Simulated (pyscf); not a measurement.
## H₂N–SiH(OH)–OH, singlet

Gas-phase minimum from PySCF at ωB97X-D3(BJ)/def2-SVP, one conformer. 

SMILES: [SiH](N)(O)O
```xyz
9

N      0.3123     1.5311    -1.0703
Si     0.4708     0.2226     0.0274
O      1.8712     0.3313     0.9257
O     -0.7270     0.1995     1.1778
H      0.1255     2.4733    -0.7427
H     -0.0955     1.3691    -1.9844
H      0.4407    -1.0037    -0.8128
H      2.6695     0.5459     0.4330
H     -0.4371    -0.0437     2.0634
```

Bonded distances (Å): N1–Si2 1.715, N1–H5 1.015, N1–H6 1.014, Si2–O3 1.667, Si2–O4 1.661, Si2–H7 1.487, O3–H8 0.962, O4–H9 0.963. Angles (°): Si2–N1–H5 121.2, Si2–N1–H6 119.5, H5–N1–H6 111.4, N1–Si2–O3 111.9, N1–Si2–O4 112.8, N1–Si2–H7 105.4, O3–Si2–O4 103.5, O3–Si2–H7 112.0, O4–Si2–H7 111.4, Si2–O3–H8 115.8, Si2–O4–H9 115.0.

Properties at ωB97X-D3(BJ)/def2-SVP:

```yaml
harmonic_wavenumbers_unscaled: 136, 181, 211, 305, 351, 368, 424, 741, 789, 819, 830, 857, 913, 961, 1004, 1551, 2275, 3622, 3720, 3932, 3941 cm⁻¹
zero_point_energy: 39.9 kcal/mol
rotational_symmetry_number: 1
Entropy of this conformer at 298 K and 1 atm, rigid rotor and harmonic oscillator, modes under 100 cm⁻¹ raised to 100: 323.1 J/(mol K)
dipole_moment: 1.50 D
```

Single-point totals, which compare only within one level (frozen core for MP2 and CC):

```
level                   total energy (hartree)
----------------------  ----------------------
ωB97X-D3(BJ)/def2-TZVP              -498.01000
PBE/def2-TZVP                       -497.55975
r²SCAN/def2-TZVP                    -497.81262
B3LYP-D3(BJ)/def2-TZVP              -497.97670
PBE0-D3(BJ)/def2-TZVP               -497.59785
M06-2X/def2-TZVP                    -497.84467
ωB97M-D3(BJ)/def2-TZVP              -498.03317
HF/def2-TZVPP                       -496.27375
MP2/def2-TZVPP                      -497.09444
CCSD/def2-TZVPP                     -497.11545
CCSD(T)/def2-TZVPP                  -497.14491
```

Soft torsions are taken as harmonic, which can shift the entropy by several J/(mol K). The CCSD(T) − MP2 part came from Ansatz, without density fitting, on the same reference.
